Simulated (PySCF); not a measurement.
Species: C₃H₁₀FSi₂ (doublet state).
SMILES with atom numbers: `[CH3:1][SiH2:2][CH2:3][C@H:4]([F:5])[SiH2:6]` (hydrogens: H7, H8, H9 on C1; H10, H11 on Si2; H12, H13 on C3; H14 on C4; H15, H16 on Si6)

Cartesian coordinates in Å at the GFN2-xTB level; atoms count from 1:
```
atom  x, y, z in Å
C1     2.3677    0.2553    0.5688
Si2    1.3013   -0.8540   -0.5433
C3    -0.4293   -0.0609   -0.7360
C4    -1.1842    0.0611    0.5817
F5    -1.2291   -1.1939    1.1912
Si6   -2.9801    0.6874    0.3401
H7     3.3748   -0.1416    0.6501
H8     1.9633    0.3229    1.5749
H9     2.4442    1.2650    0.1736
H10    1.8942   -0.9333   -1.8860
H11    1.1689   -2.1941    0.0286
H12   -1.0218   -0.6588   -1.4300
H13   -0.3490    0.9377   -1.1669
H14   -0.6164    0.6916    1.2768
H15   -3.7468   -0.2374   -0.4839
H16   -2.9652    2.0619   -0.1509
```

The hyperfine couplings belong to this conformer and change with its torsions.

Theory: PySCF, UKS B3LYP, pcH-1 on C F H Si, non-relativistic, mean-field spin-orbit, GIAO. One conformer (not necessarily the lowest) at the GFN2-xTB geometry, without solvent, vibrations or thermal averaging. A GFN2-xTB geometry isn't a minimum of the functional, and hyperfine couplings can be far from their values at a DFT geometry, by a factor of two or more for some ions and for spin on atoms past the first row. No stability test was run, so a lower SCF solution isn't excluded.

Principal values of hyperfine tensors in MHz (contact, dipolar and spin–orbit terms together), for some of the nuclei:

```tsv
atom	isotope	A1	A2	A3
Si6	29Si	-613.25	-344.77	-344.19
H15	1H	27.51	39.05	46.09
H16	1H	16.33	27.73	35.29
C3	13C	21.96	22.06	30.68
C4	13C	4.61	4.97	15.95
F5	19F	4.21	8.83	10.40
H10	1H	3.72	4.08	5.43
H13	1H	0.57	2.60	7.89
```

(1) Give the isotropic coupling of each nucleus in MHz and in mT (g = 2.0032), and the anisotropic part.

(2) What spin density at the nucleus of C4 lies behind its contact coupling (g_N = 1.40482)?

(3) Si2 (29Si, g_N = -1.11058) isn't in the table. Its spin density at the nucleus is 0.02049 bohr⁻³. What is its contact coupling?

(4) Name the largest traceless tensor T of the table and describe it.

(5) What first-order splitting does H16 cause when the field lies along A1, A2 or A3 of its tensor (g taken as isotropic, no quadrupole term)?

Answers

(1) a_iso is a third of the trace, T = A − a_iso, and a(mT) = a(MHz)/(g × 13.996). The tensors hold a spin–orbit part: the run splits a_iso into a_FC + a_SO, and T includes its anisotropic share.

```
atom  a_iso (MHz)     a_FC   a_SO  a_iso (mT)       T1     T2     T3
 Si6      -434.07  -435.10   1.03     -15.482  -179.18  89.30  89.88
 H15        37.55    37.53   0.02       1.339   -10.04   1.50   8.54
 H16        26.45    26.43   0.02       0.943   -10.13   1.28   8.84
  C3        24.90    24.91  -0.01       0.888    -2.94  -2.84   5.78
  C4         8.51     8.50   0.01       0.304    -3.90  -3.54   7.44
  F5         7.81     7.84  -0.03       0.279    -3.60   1.02   2.58
 H10         4.41     4.41   0.00       0.157    -0.69  -0.33   1.02
 H13         3.69     3.69   0.00       0.131    -3.11  -1.08   4.20
```

(2) a_FC = (2μ0/3) gₑ μB g_N μN ρ(0)/(2S·h) = 800.24 MHz × g_N × ρ(0)/(2S), with ρ in bohr⁻³. With a_FC = 8.50 MHz and 2S = 1, ρ(0) = 0.007562 bohr⁻³.

(3) By the same relation, a_FC = -18.21 MHz. Its full tensor has the principal values -23.51, -15.59, -15.44 MHz.

(4) Si6: -179.2, 89.3, 89.9 MHz (the dipolar term alone has -178.2, 88.8, 89.4), axial, in the ratio +1:+1:−2, the form that spin in one p orbital centred on that nucleus gives (the nuclear moment is negative).

(5) 2 lines (I = 1/2), spaced by |A_i|/(g × 13.996): 0.58, 0.99, 1.26 mT along the axes of A1, A2 and A3.

Time: 69 s (grids of density and orbitals included); peak memory 0.96 GiB. Hardware: an Arm Neoverse V1 with one thread, shared host.
